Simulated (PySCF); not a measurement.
# A single-point calculation

[Tm(H2CO)]2+ (singlet in the valence; each metal's 4f electrons, 13 of them, lie in its core potential, out of spins and levels). PySCF 2.14.0, RKS PBE0, Tm lcecp-0-TZVP with ECP59, O def2-TZVP, C def2-TZVP, H def2-TZVP; non-relativistic Hamiltonian with scalar-relativistic core potentials where named; density fitting; no spin-orbit coupling. Purpose: basis and core treatment f-in-core-II/TZVP.

```python
mol = gto.M(atom='''
Tm     0.00000     0.00000    -0.24203
O      0.00000     0.00000     2.03237
C      0.00000     0.00000     3.26295
H      0.95486    -0.00000     3.82459
H     -0.95486     0.00000     3.82459''',
    basis={'Tm': 'lcecp-0-TZVP', 'O': 'def2-TZVP', 'C': 'def2-TZVP', 'H': 'def2-TZVP'},
    ecp={'Tm': 'lcecp-0-TZVP'},
    charge=2, spin=0)
mf = dft.RKS(mol, xc='PBE0')
mf.grids.atom_grid = (75, 302)  # f atoms: unpruned, at least (60, 302)
mf = mf.density_fit()  # fitting sets: Tm AutoAux, O def2-universal-JKFIT, C def2-universal-JKFIT, H def2-universal-JKFIT
mf.conv_tol = 1e-08; mf.max_cycle = 55
mf.kernel(dm0)  # dm0: free metal ions and neutral atoms
mf.nuc_grad_method().kernel()
```

Run from Python with OMP_NUM_THREADS=2; the lines above give its settings. Where DIIS fails, smearing, a level shift and second-order steps follow.
It took 6.3 s on 2 threads of Arm Neoverse V1, with other jobs on the host.

The 4f levels lie in the core potential and are missing.

Q: What are the Mulliken charges and spins?

A: 
| atom | charge (e) | spin (e) |
| --- | --- | --- |
| Tm1 | 1.828 | 0.000 |
| O2 | -0.472 | 0.000 |
| C3 | 0.187 | 0.000 |
| H4 | 0.228 | 0.000 |
| H5 | 0.228 | 0.000 |
The spin of the 4f electrons in the core isn't counted.

Q: What forces act on the atoms (eV/Å)?

A: 
```
Tm   0.00  0.00  0.22
O    0.00  0.00  0.09
C    0.00  0.00  0.07
H   -0.28  0.00 -0.19
H    0.28  0.00 -0.19
```
Forces carry noise of the integration grid, about 0.01 to 0.03 eV/Å.

The geometry was relaxed with PBE0 (Tm lcecp-0-SVP with ECP59, O def2-SVP, C def2-SVP, H def2-SVP).

An lcecp potential fixes the number of 4f electrons, so in runs with it no electron can move into or out of that shell.
